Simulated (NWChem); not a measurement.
System: ammonia (NH₃); SMILES N

Input file for NWChem:

```
start job
memory heap 200 mb stack 700 mb global 900 mb
geometry units angstroms noautosym nocenter noautoz
  N      0.000000     0.000000     0.131503
  H      0.664206     0.664206    -0.263947
  H      0.243116    -0.907322    -0.263947
  H     -0.907322     0.243116    -0.263947
end
basis spherical
  * library def2-svp
end
dft
  xc pbe0
  iterations 150
end
property
  shielding 2 1 2
end
task dft property
```

Structure relaxed at the B3LYP/6-31G* (spherical d) level. No frequency run checked for a minimum.

GIAO values for the isolated, static molecule; σ is the absolute isotropic shielding.

Atoms are numbered as in the input.

Question: Give the results of this calculation. (PBE0/def2-SVP, GIAO.) Quantities: σ N1 (ppm); σ H2 (ppm).

Answer: 
```json
{
 "σ N1 (ppm)": "269.8",
 "σ H2 (ppm)": "31.89"
}
```
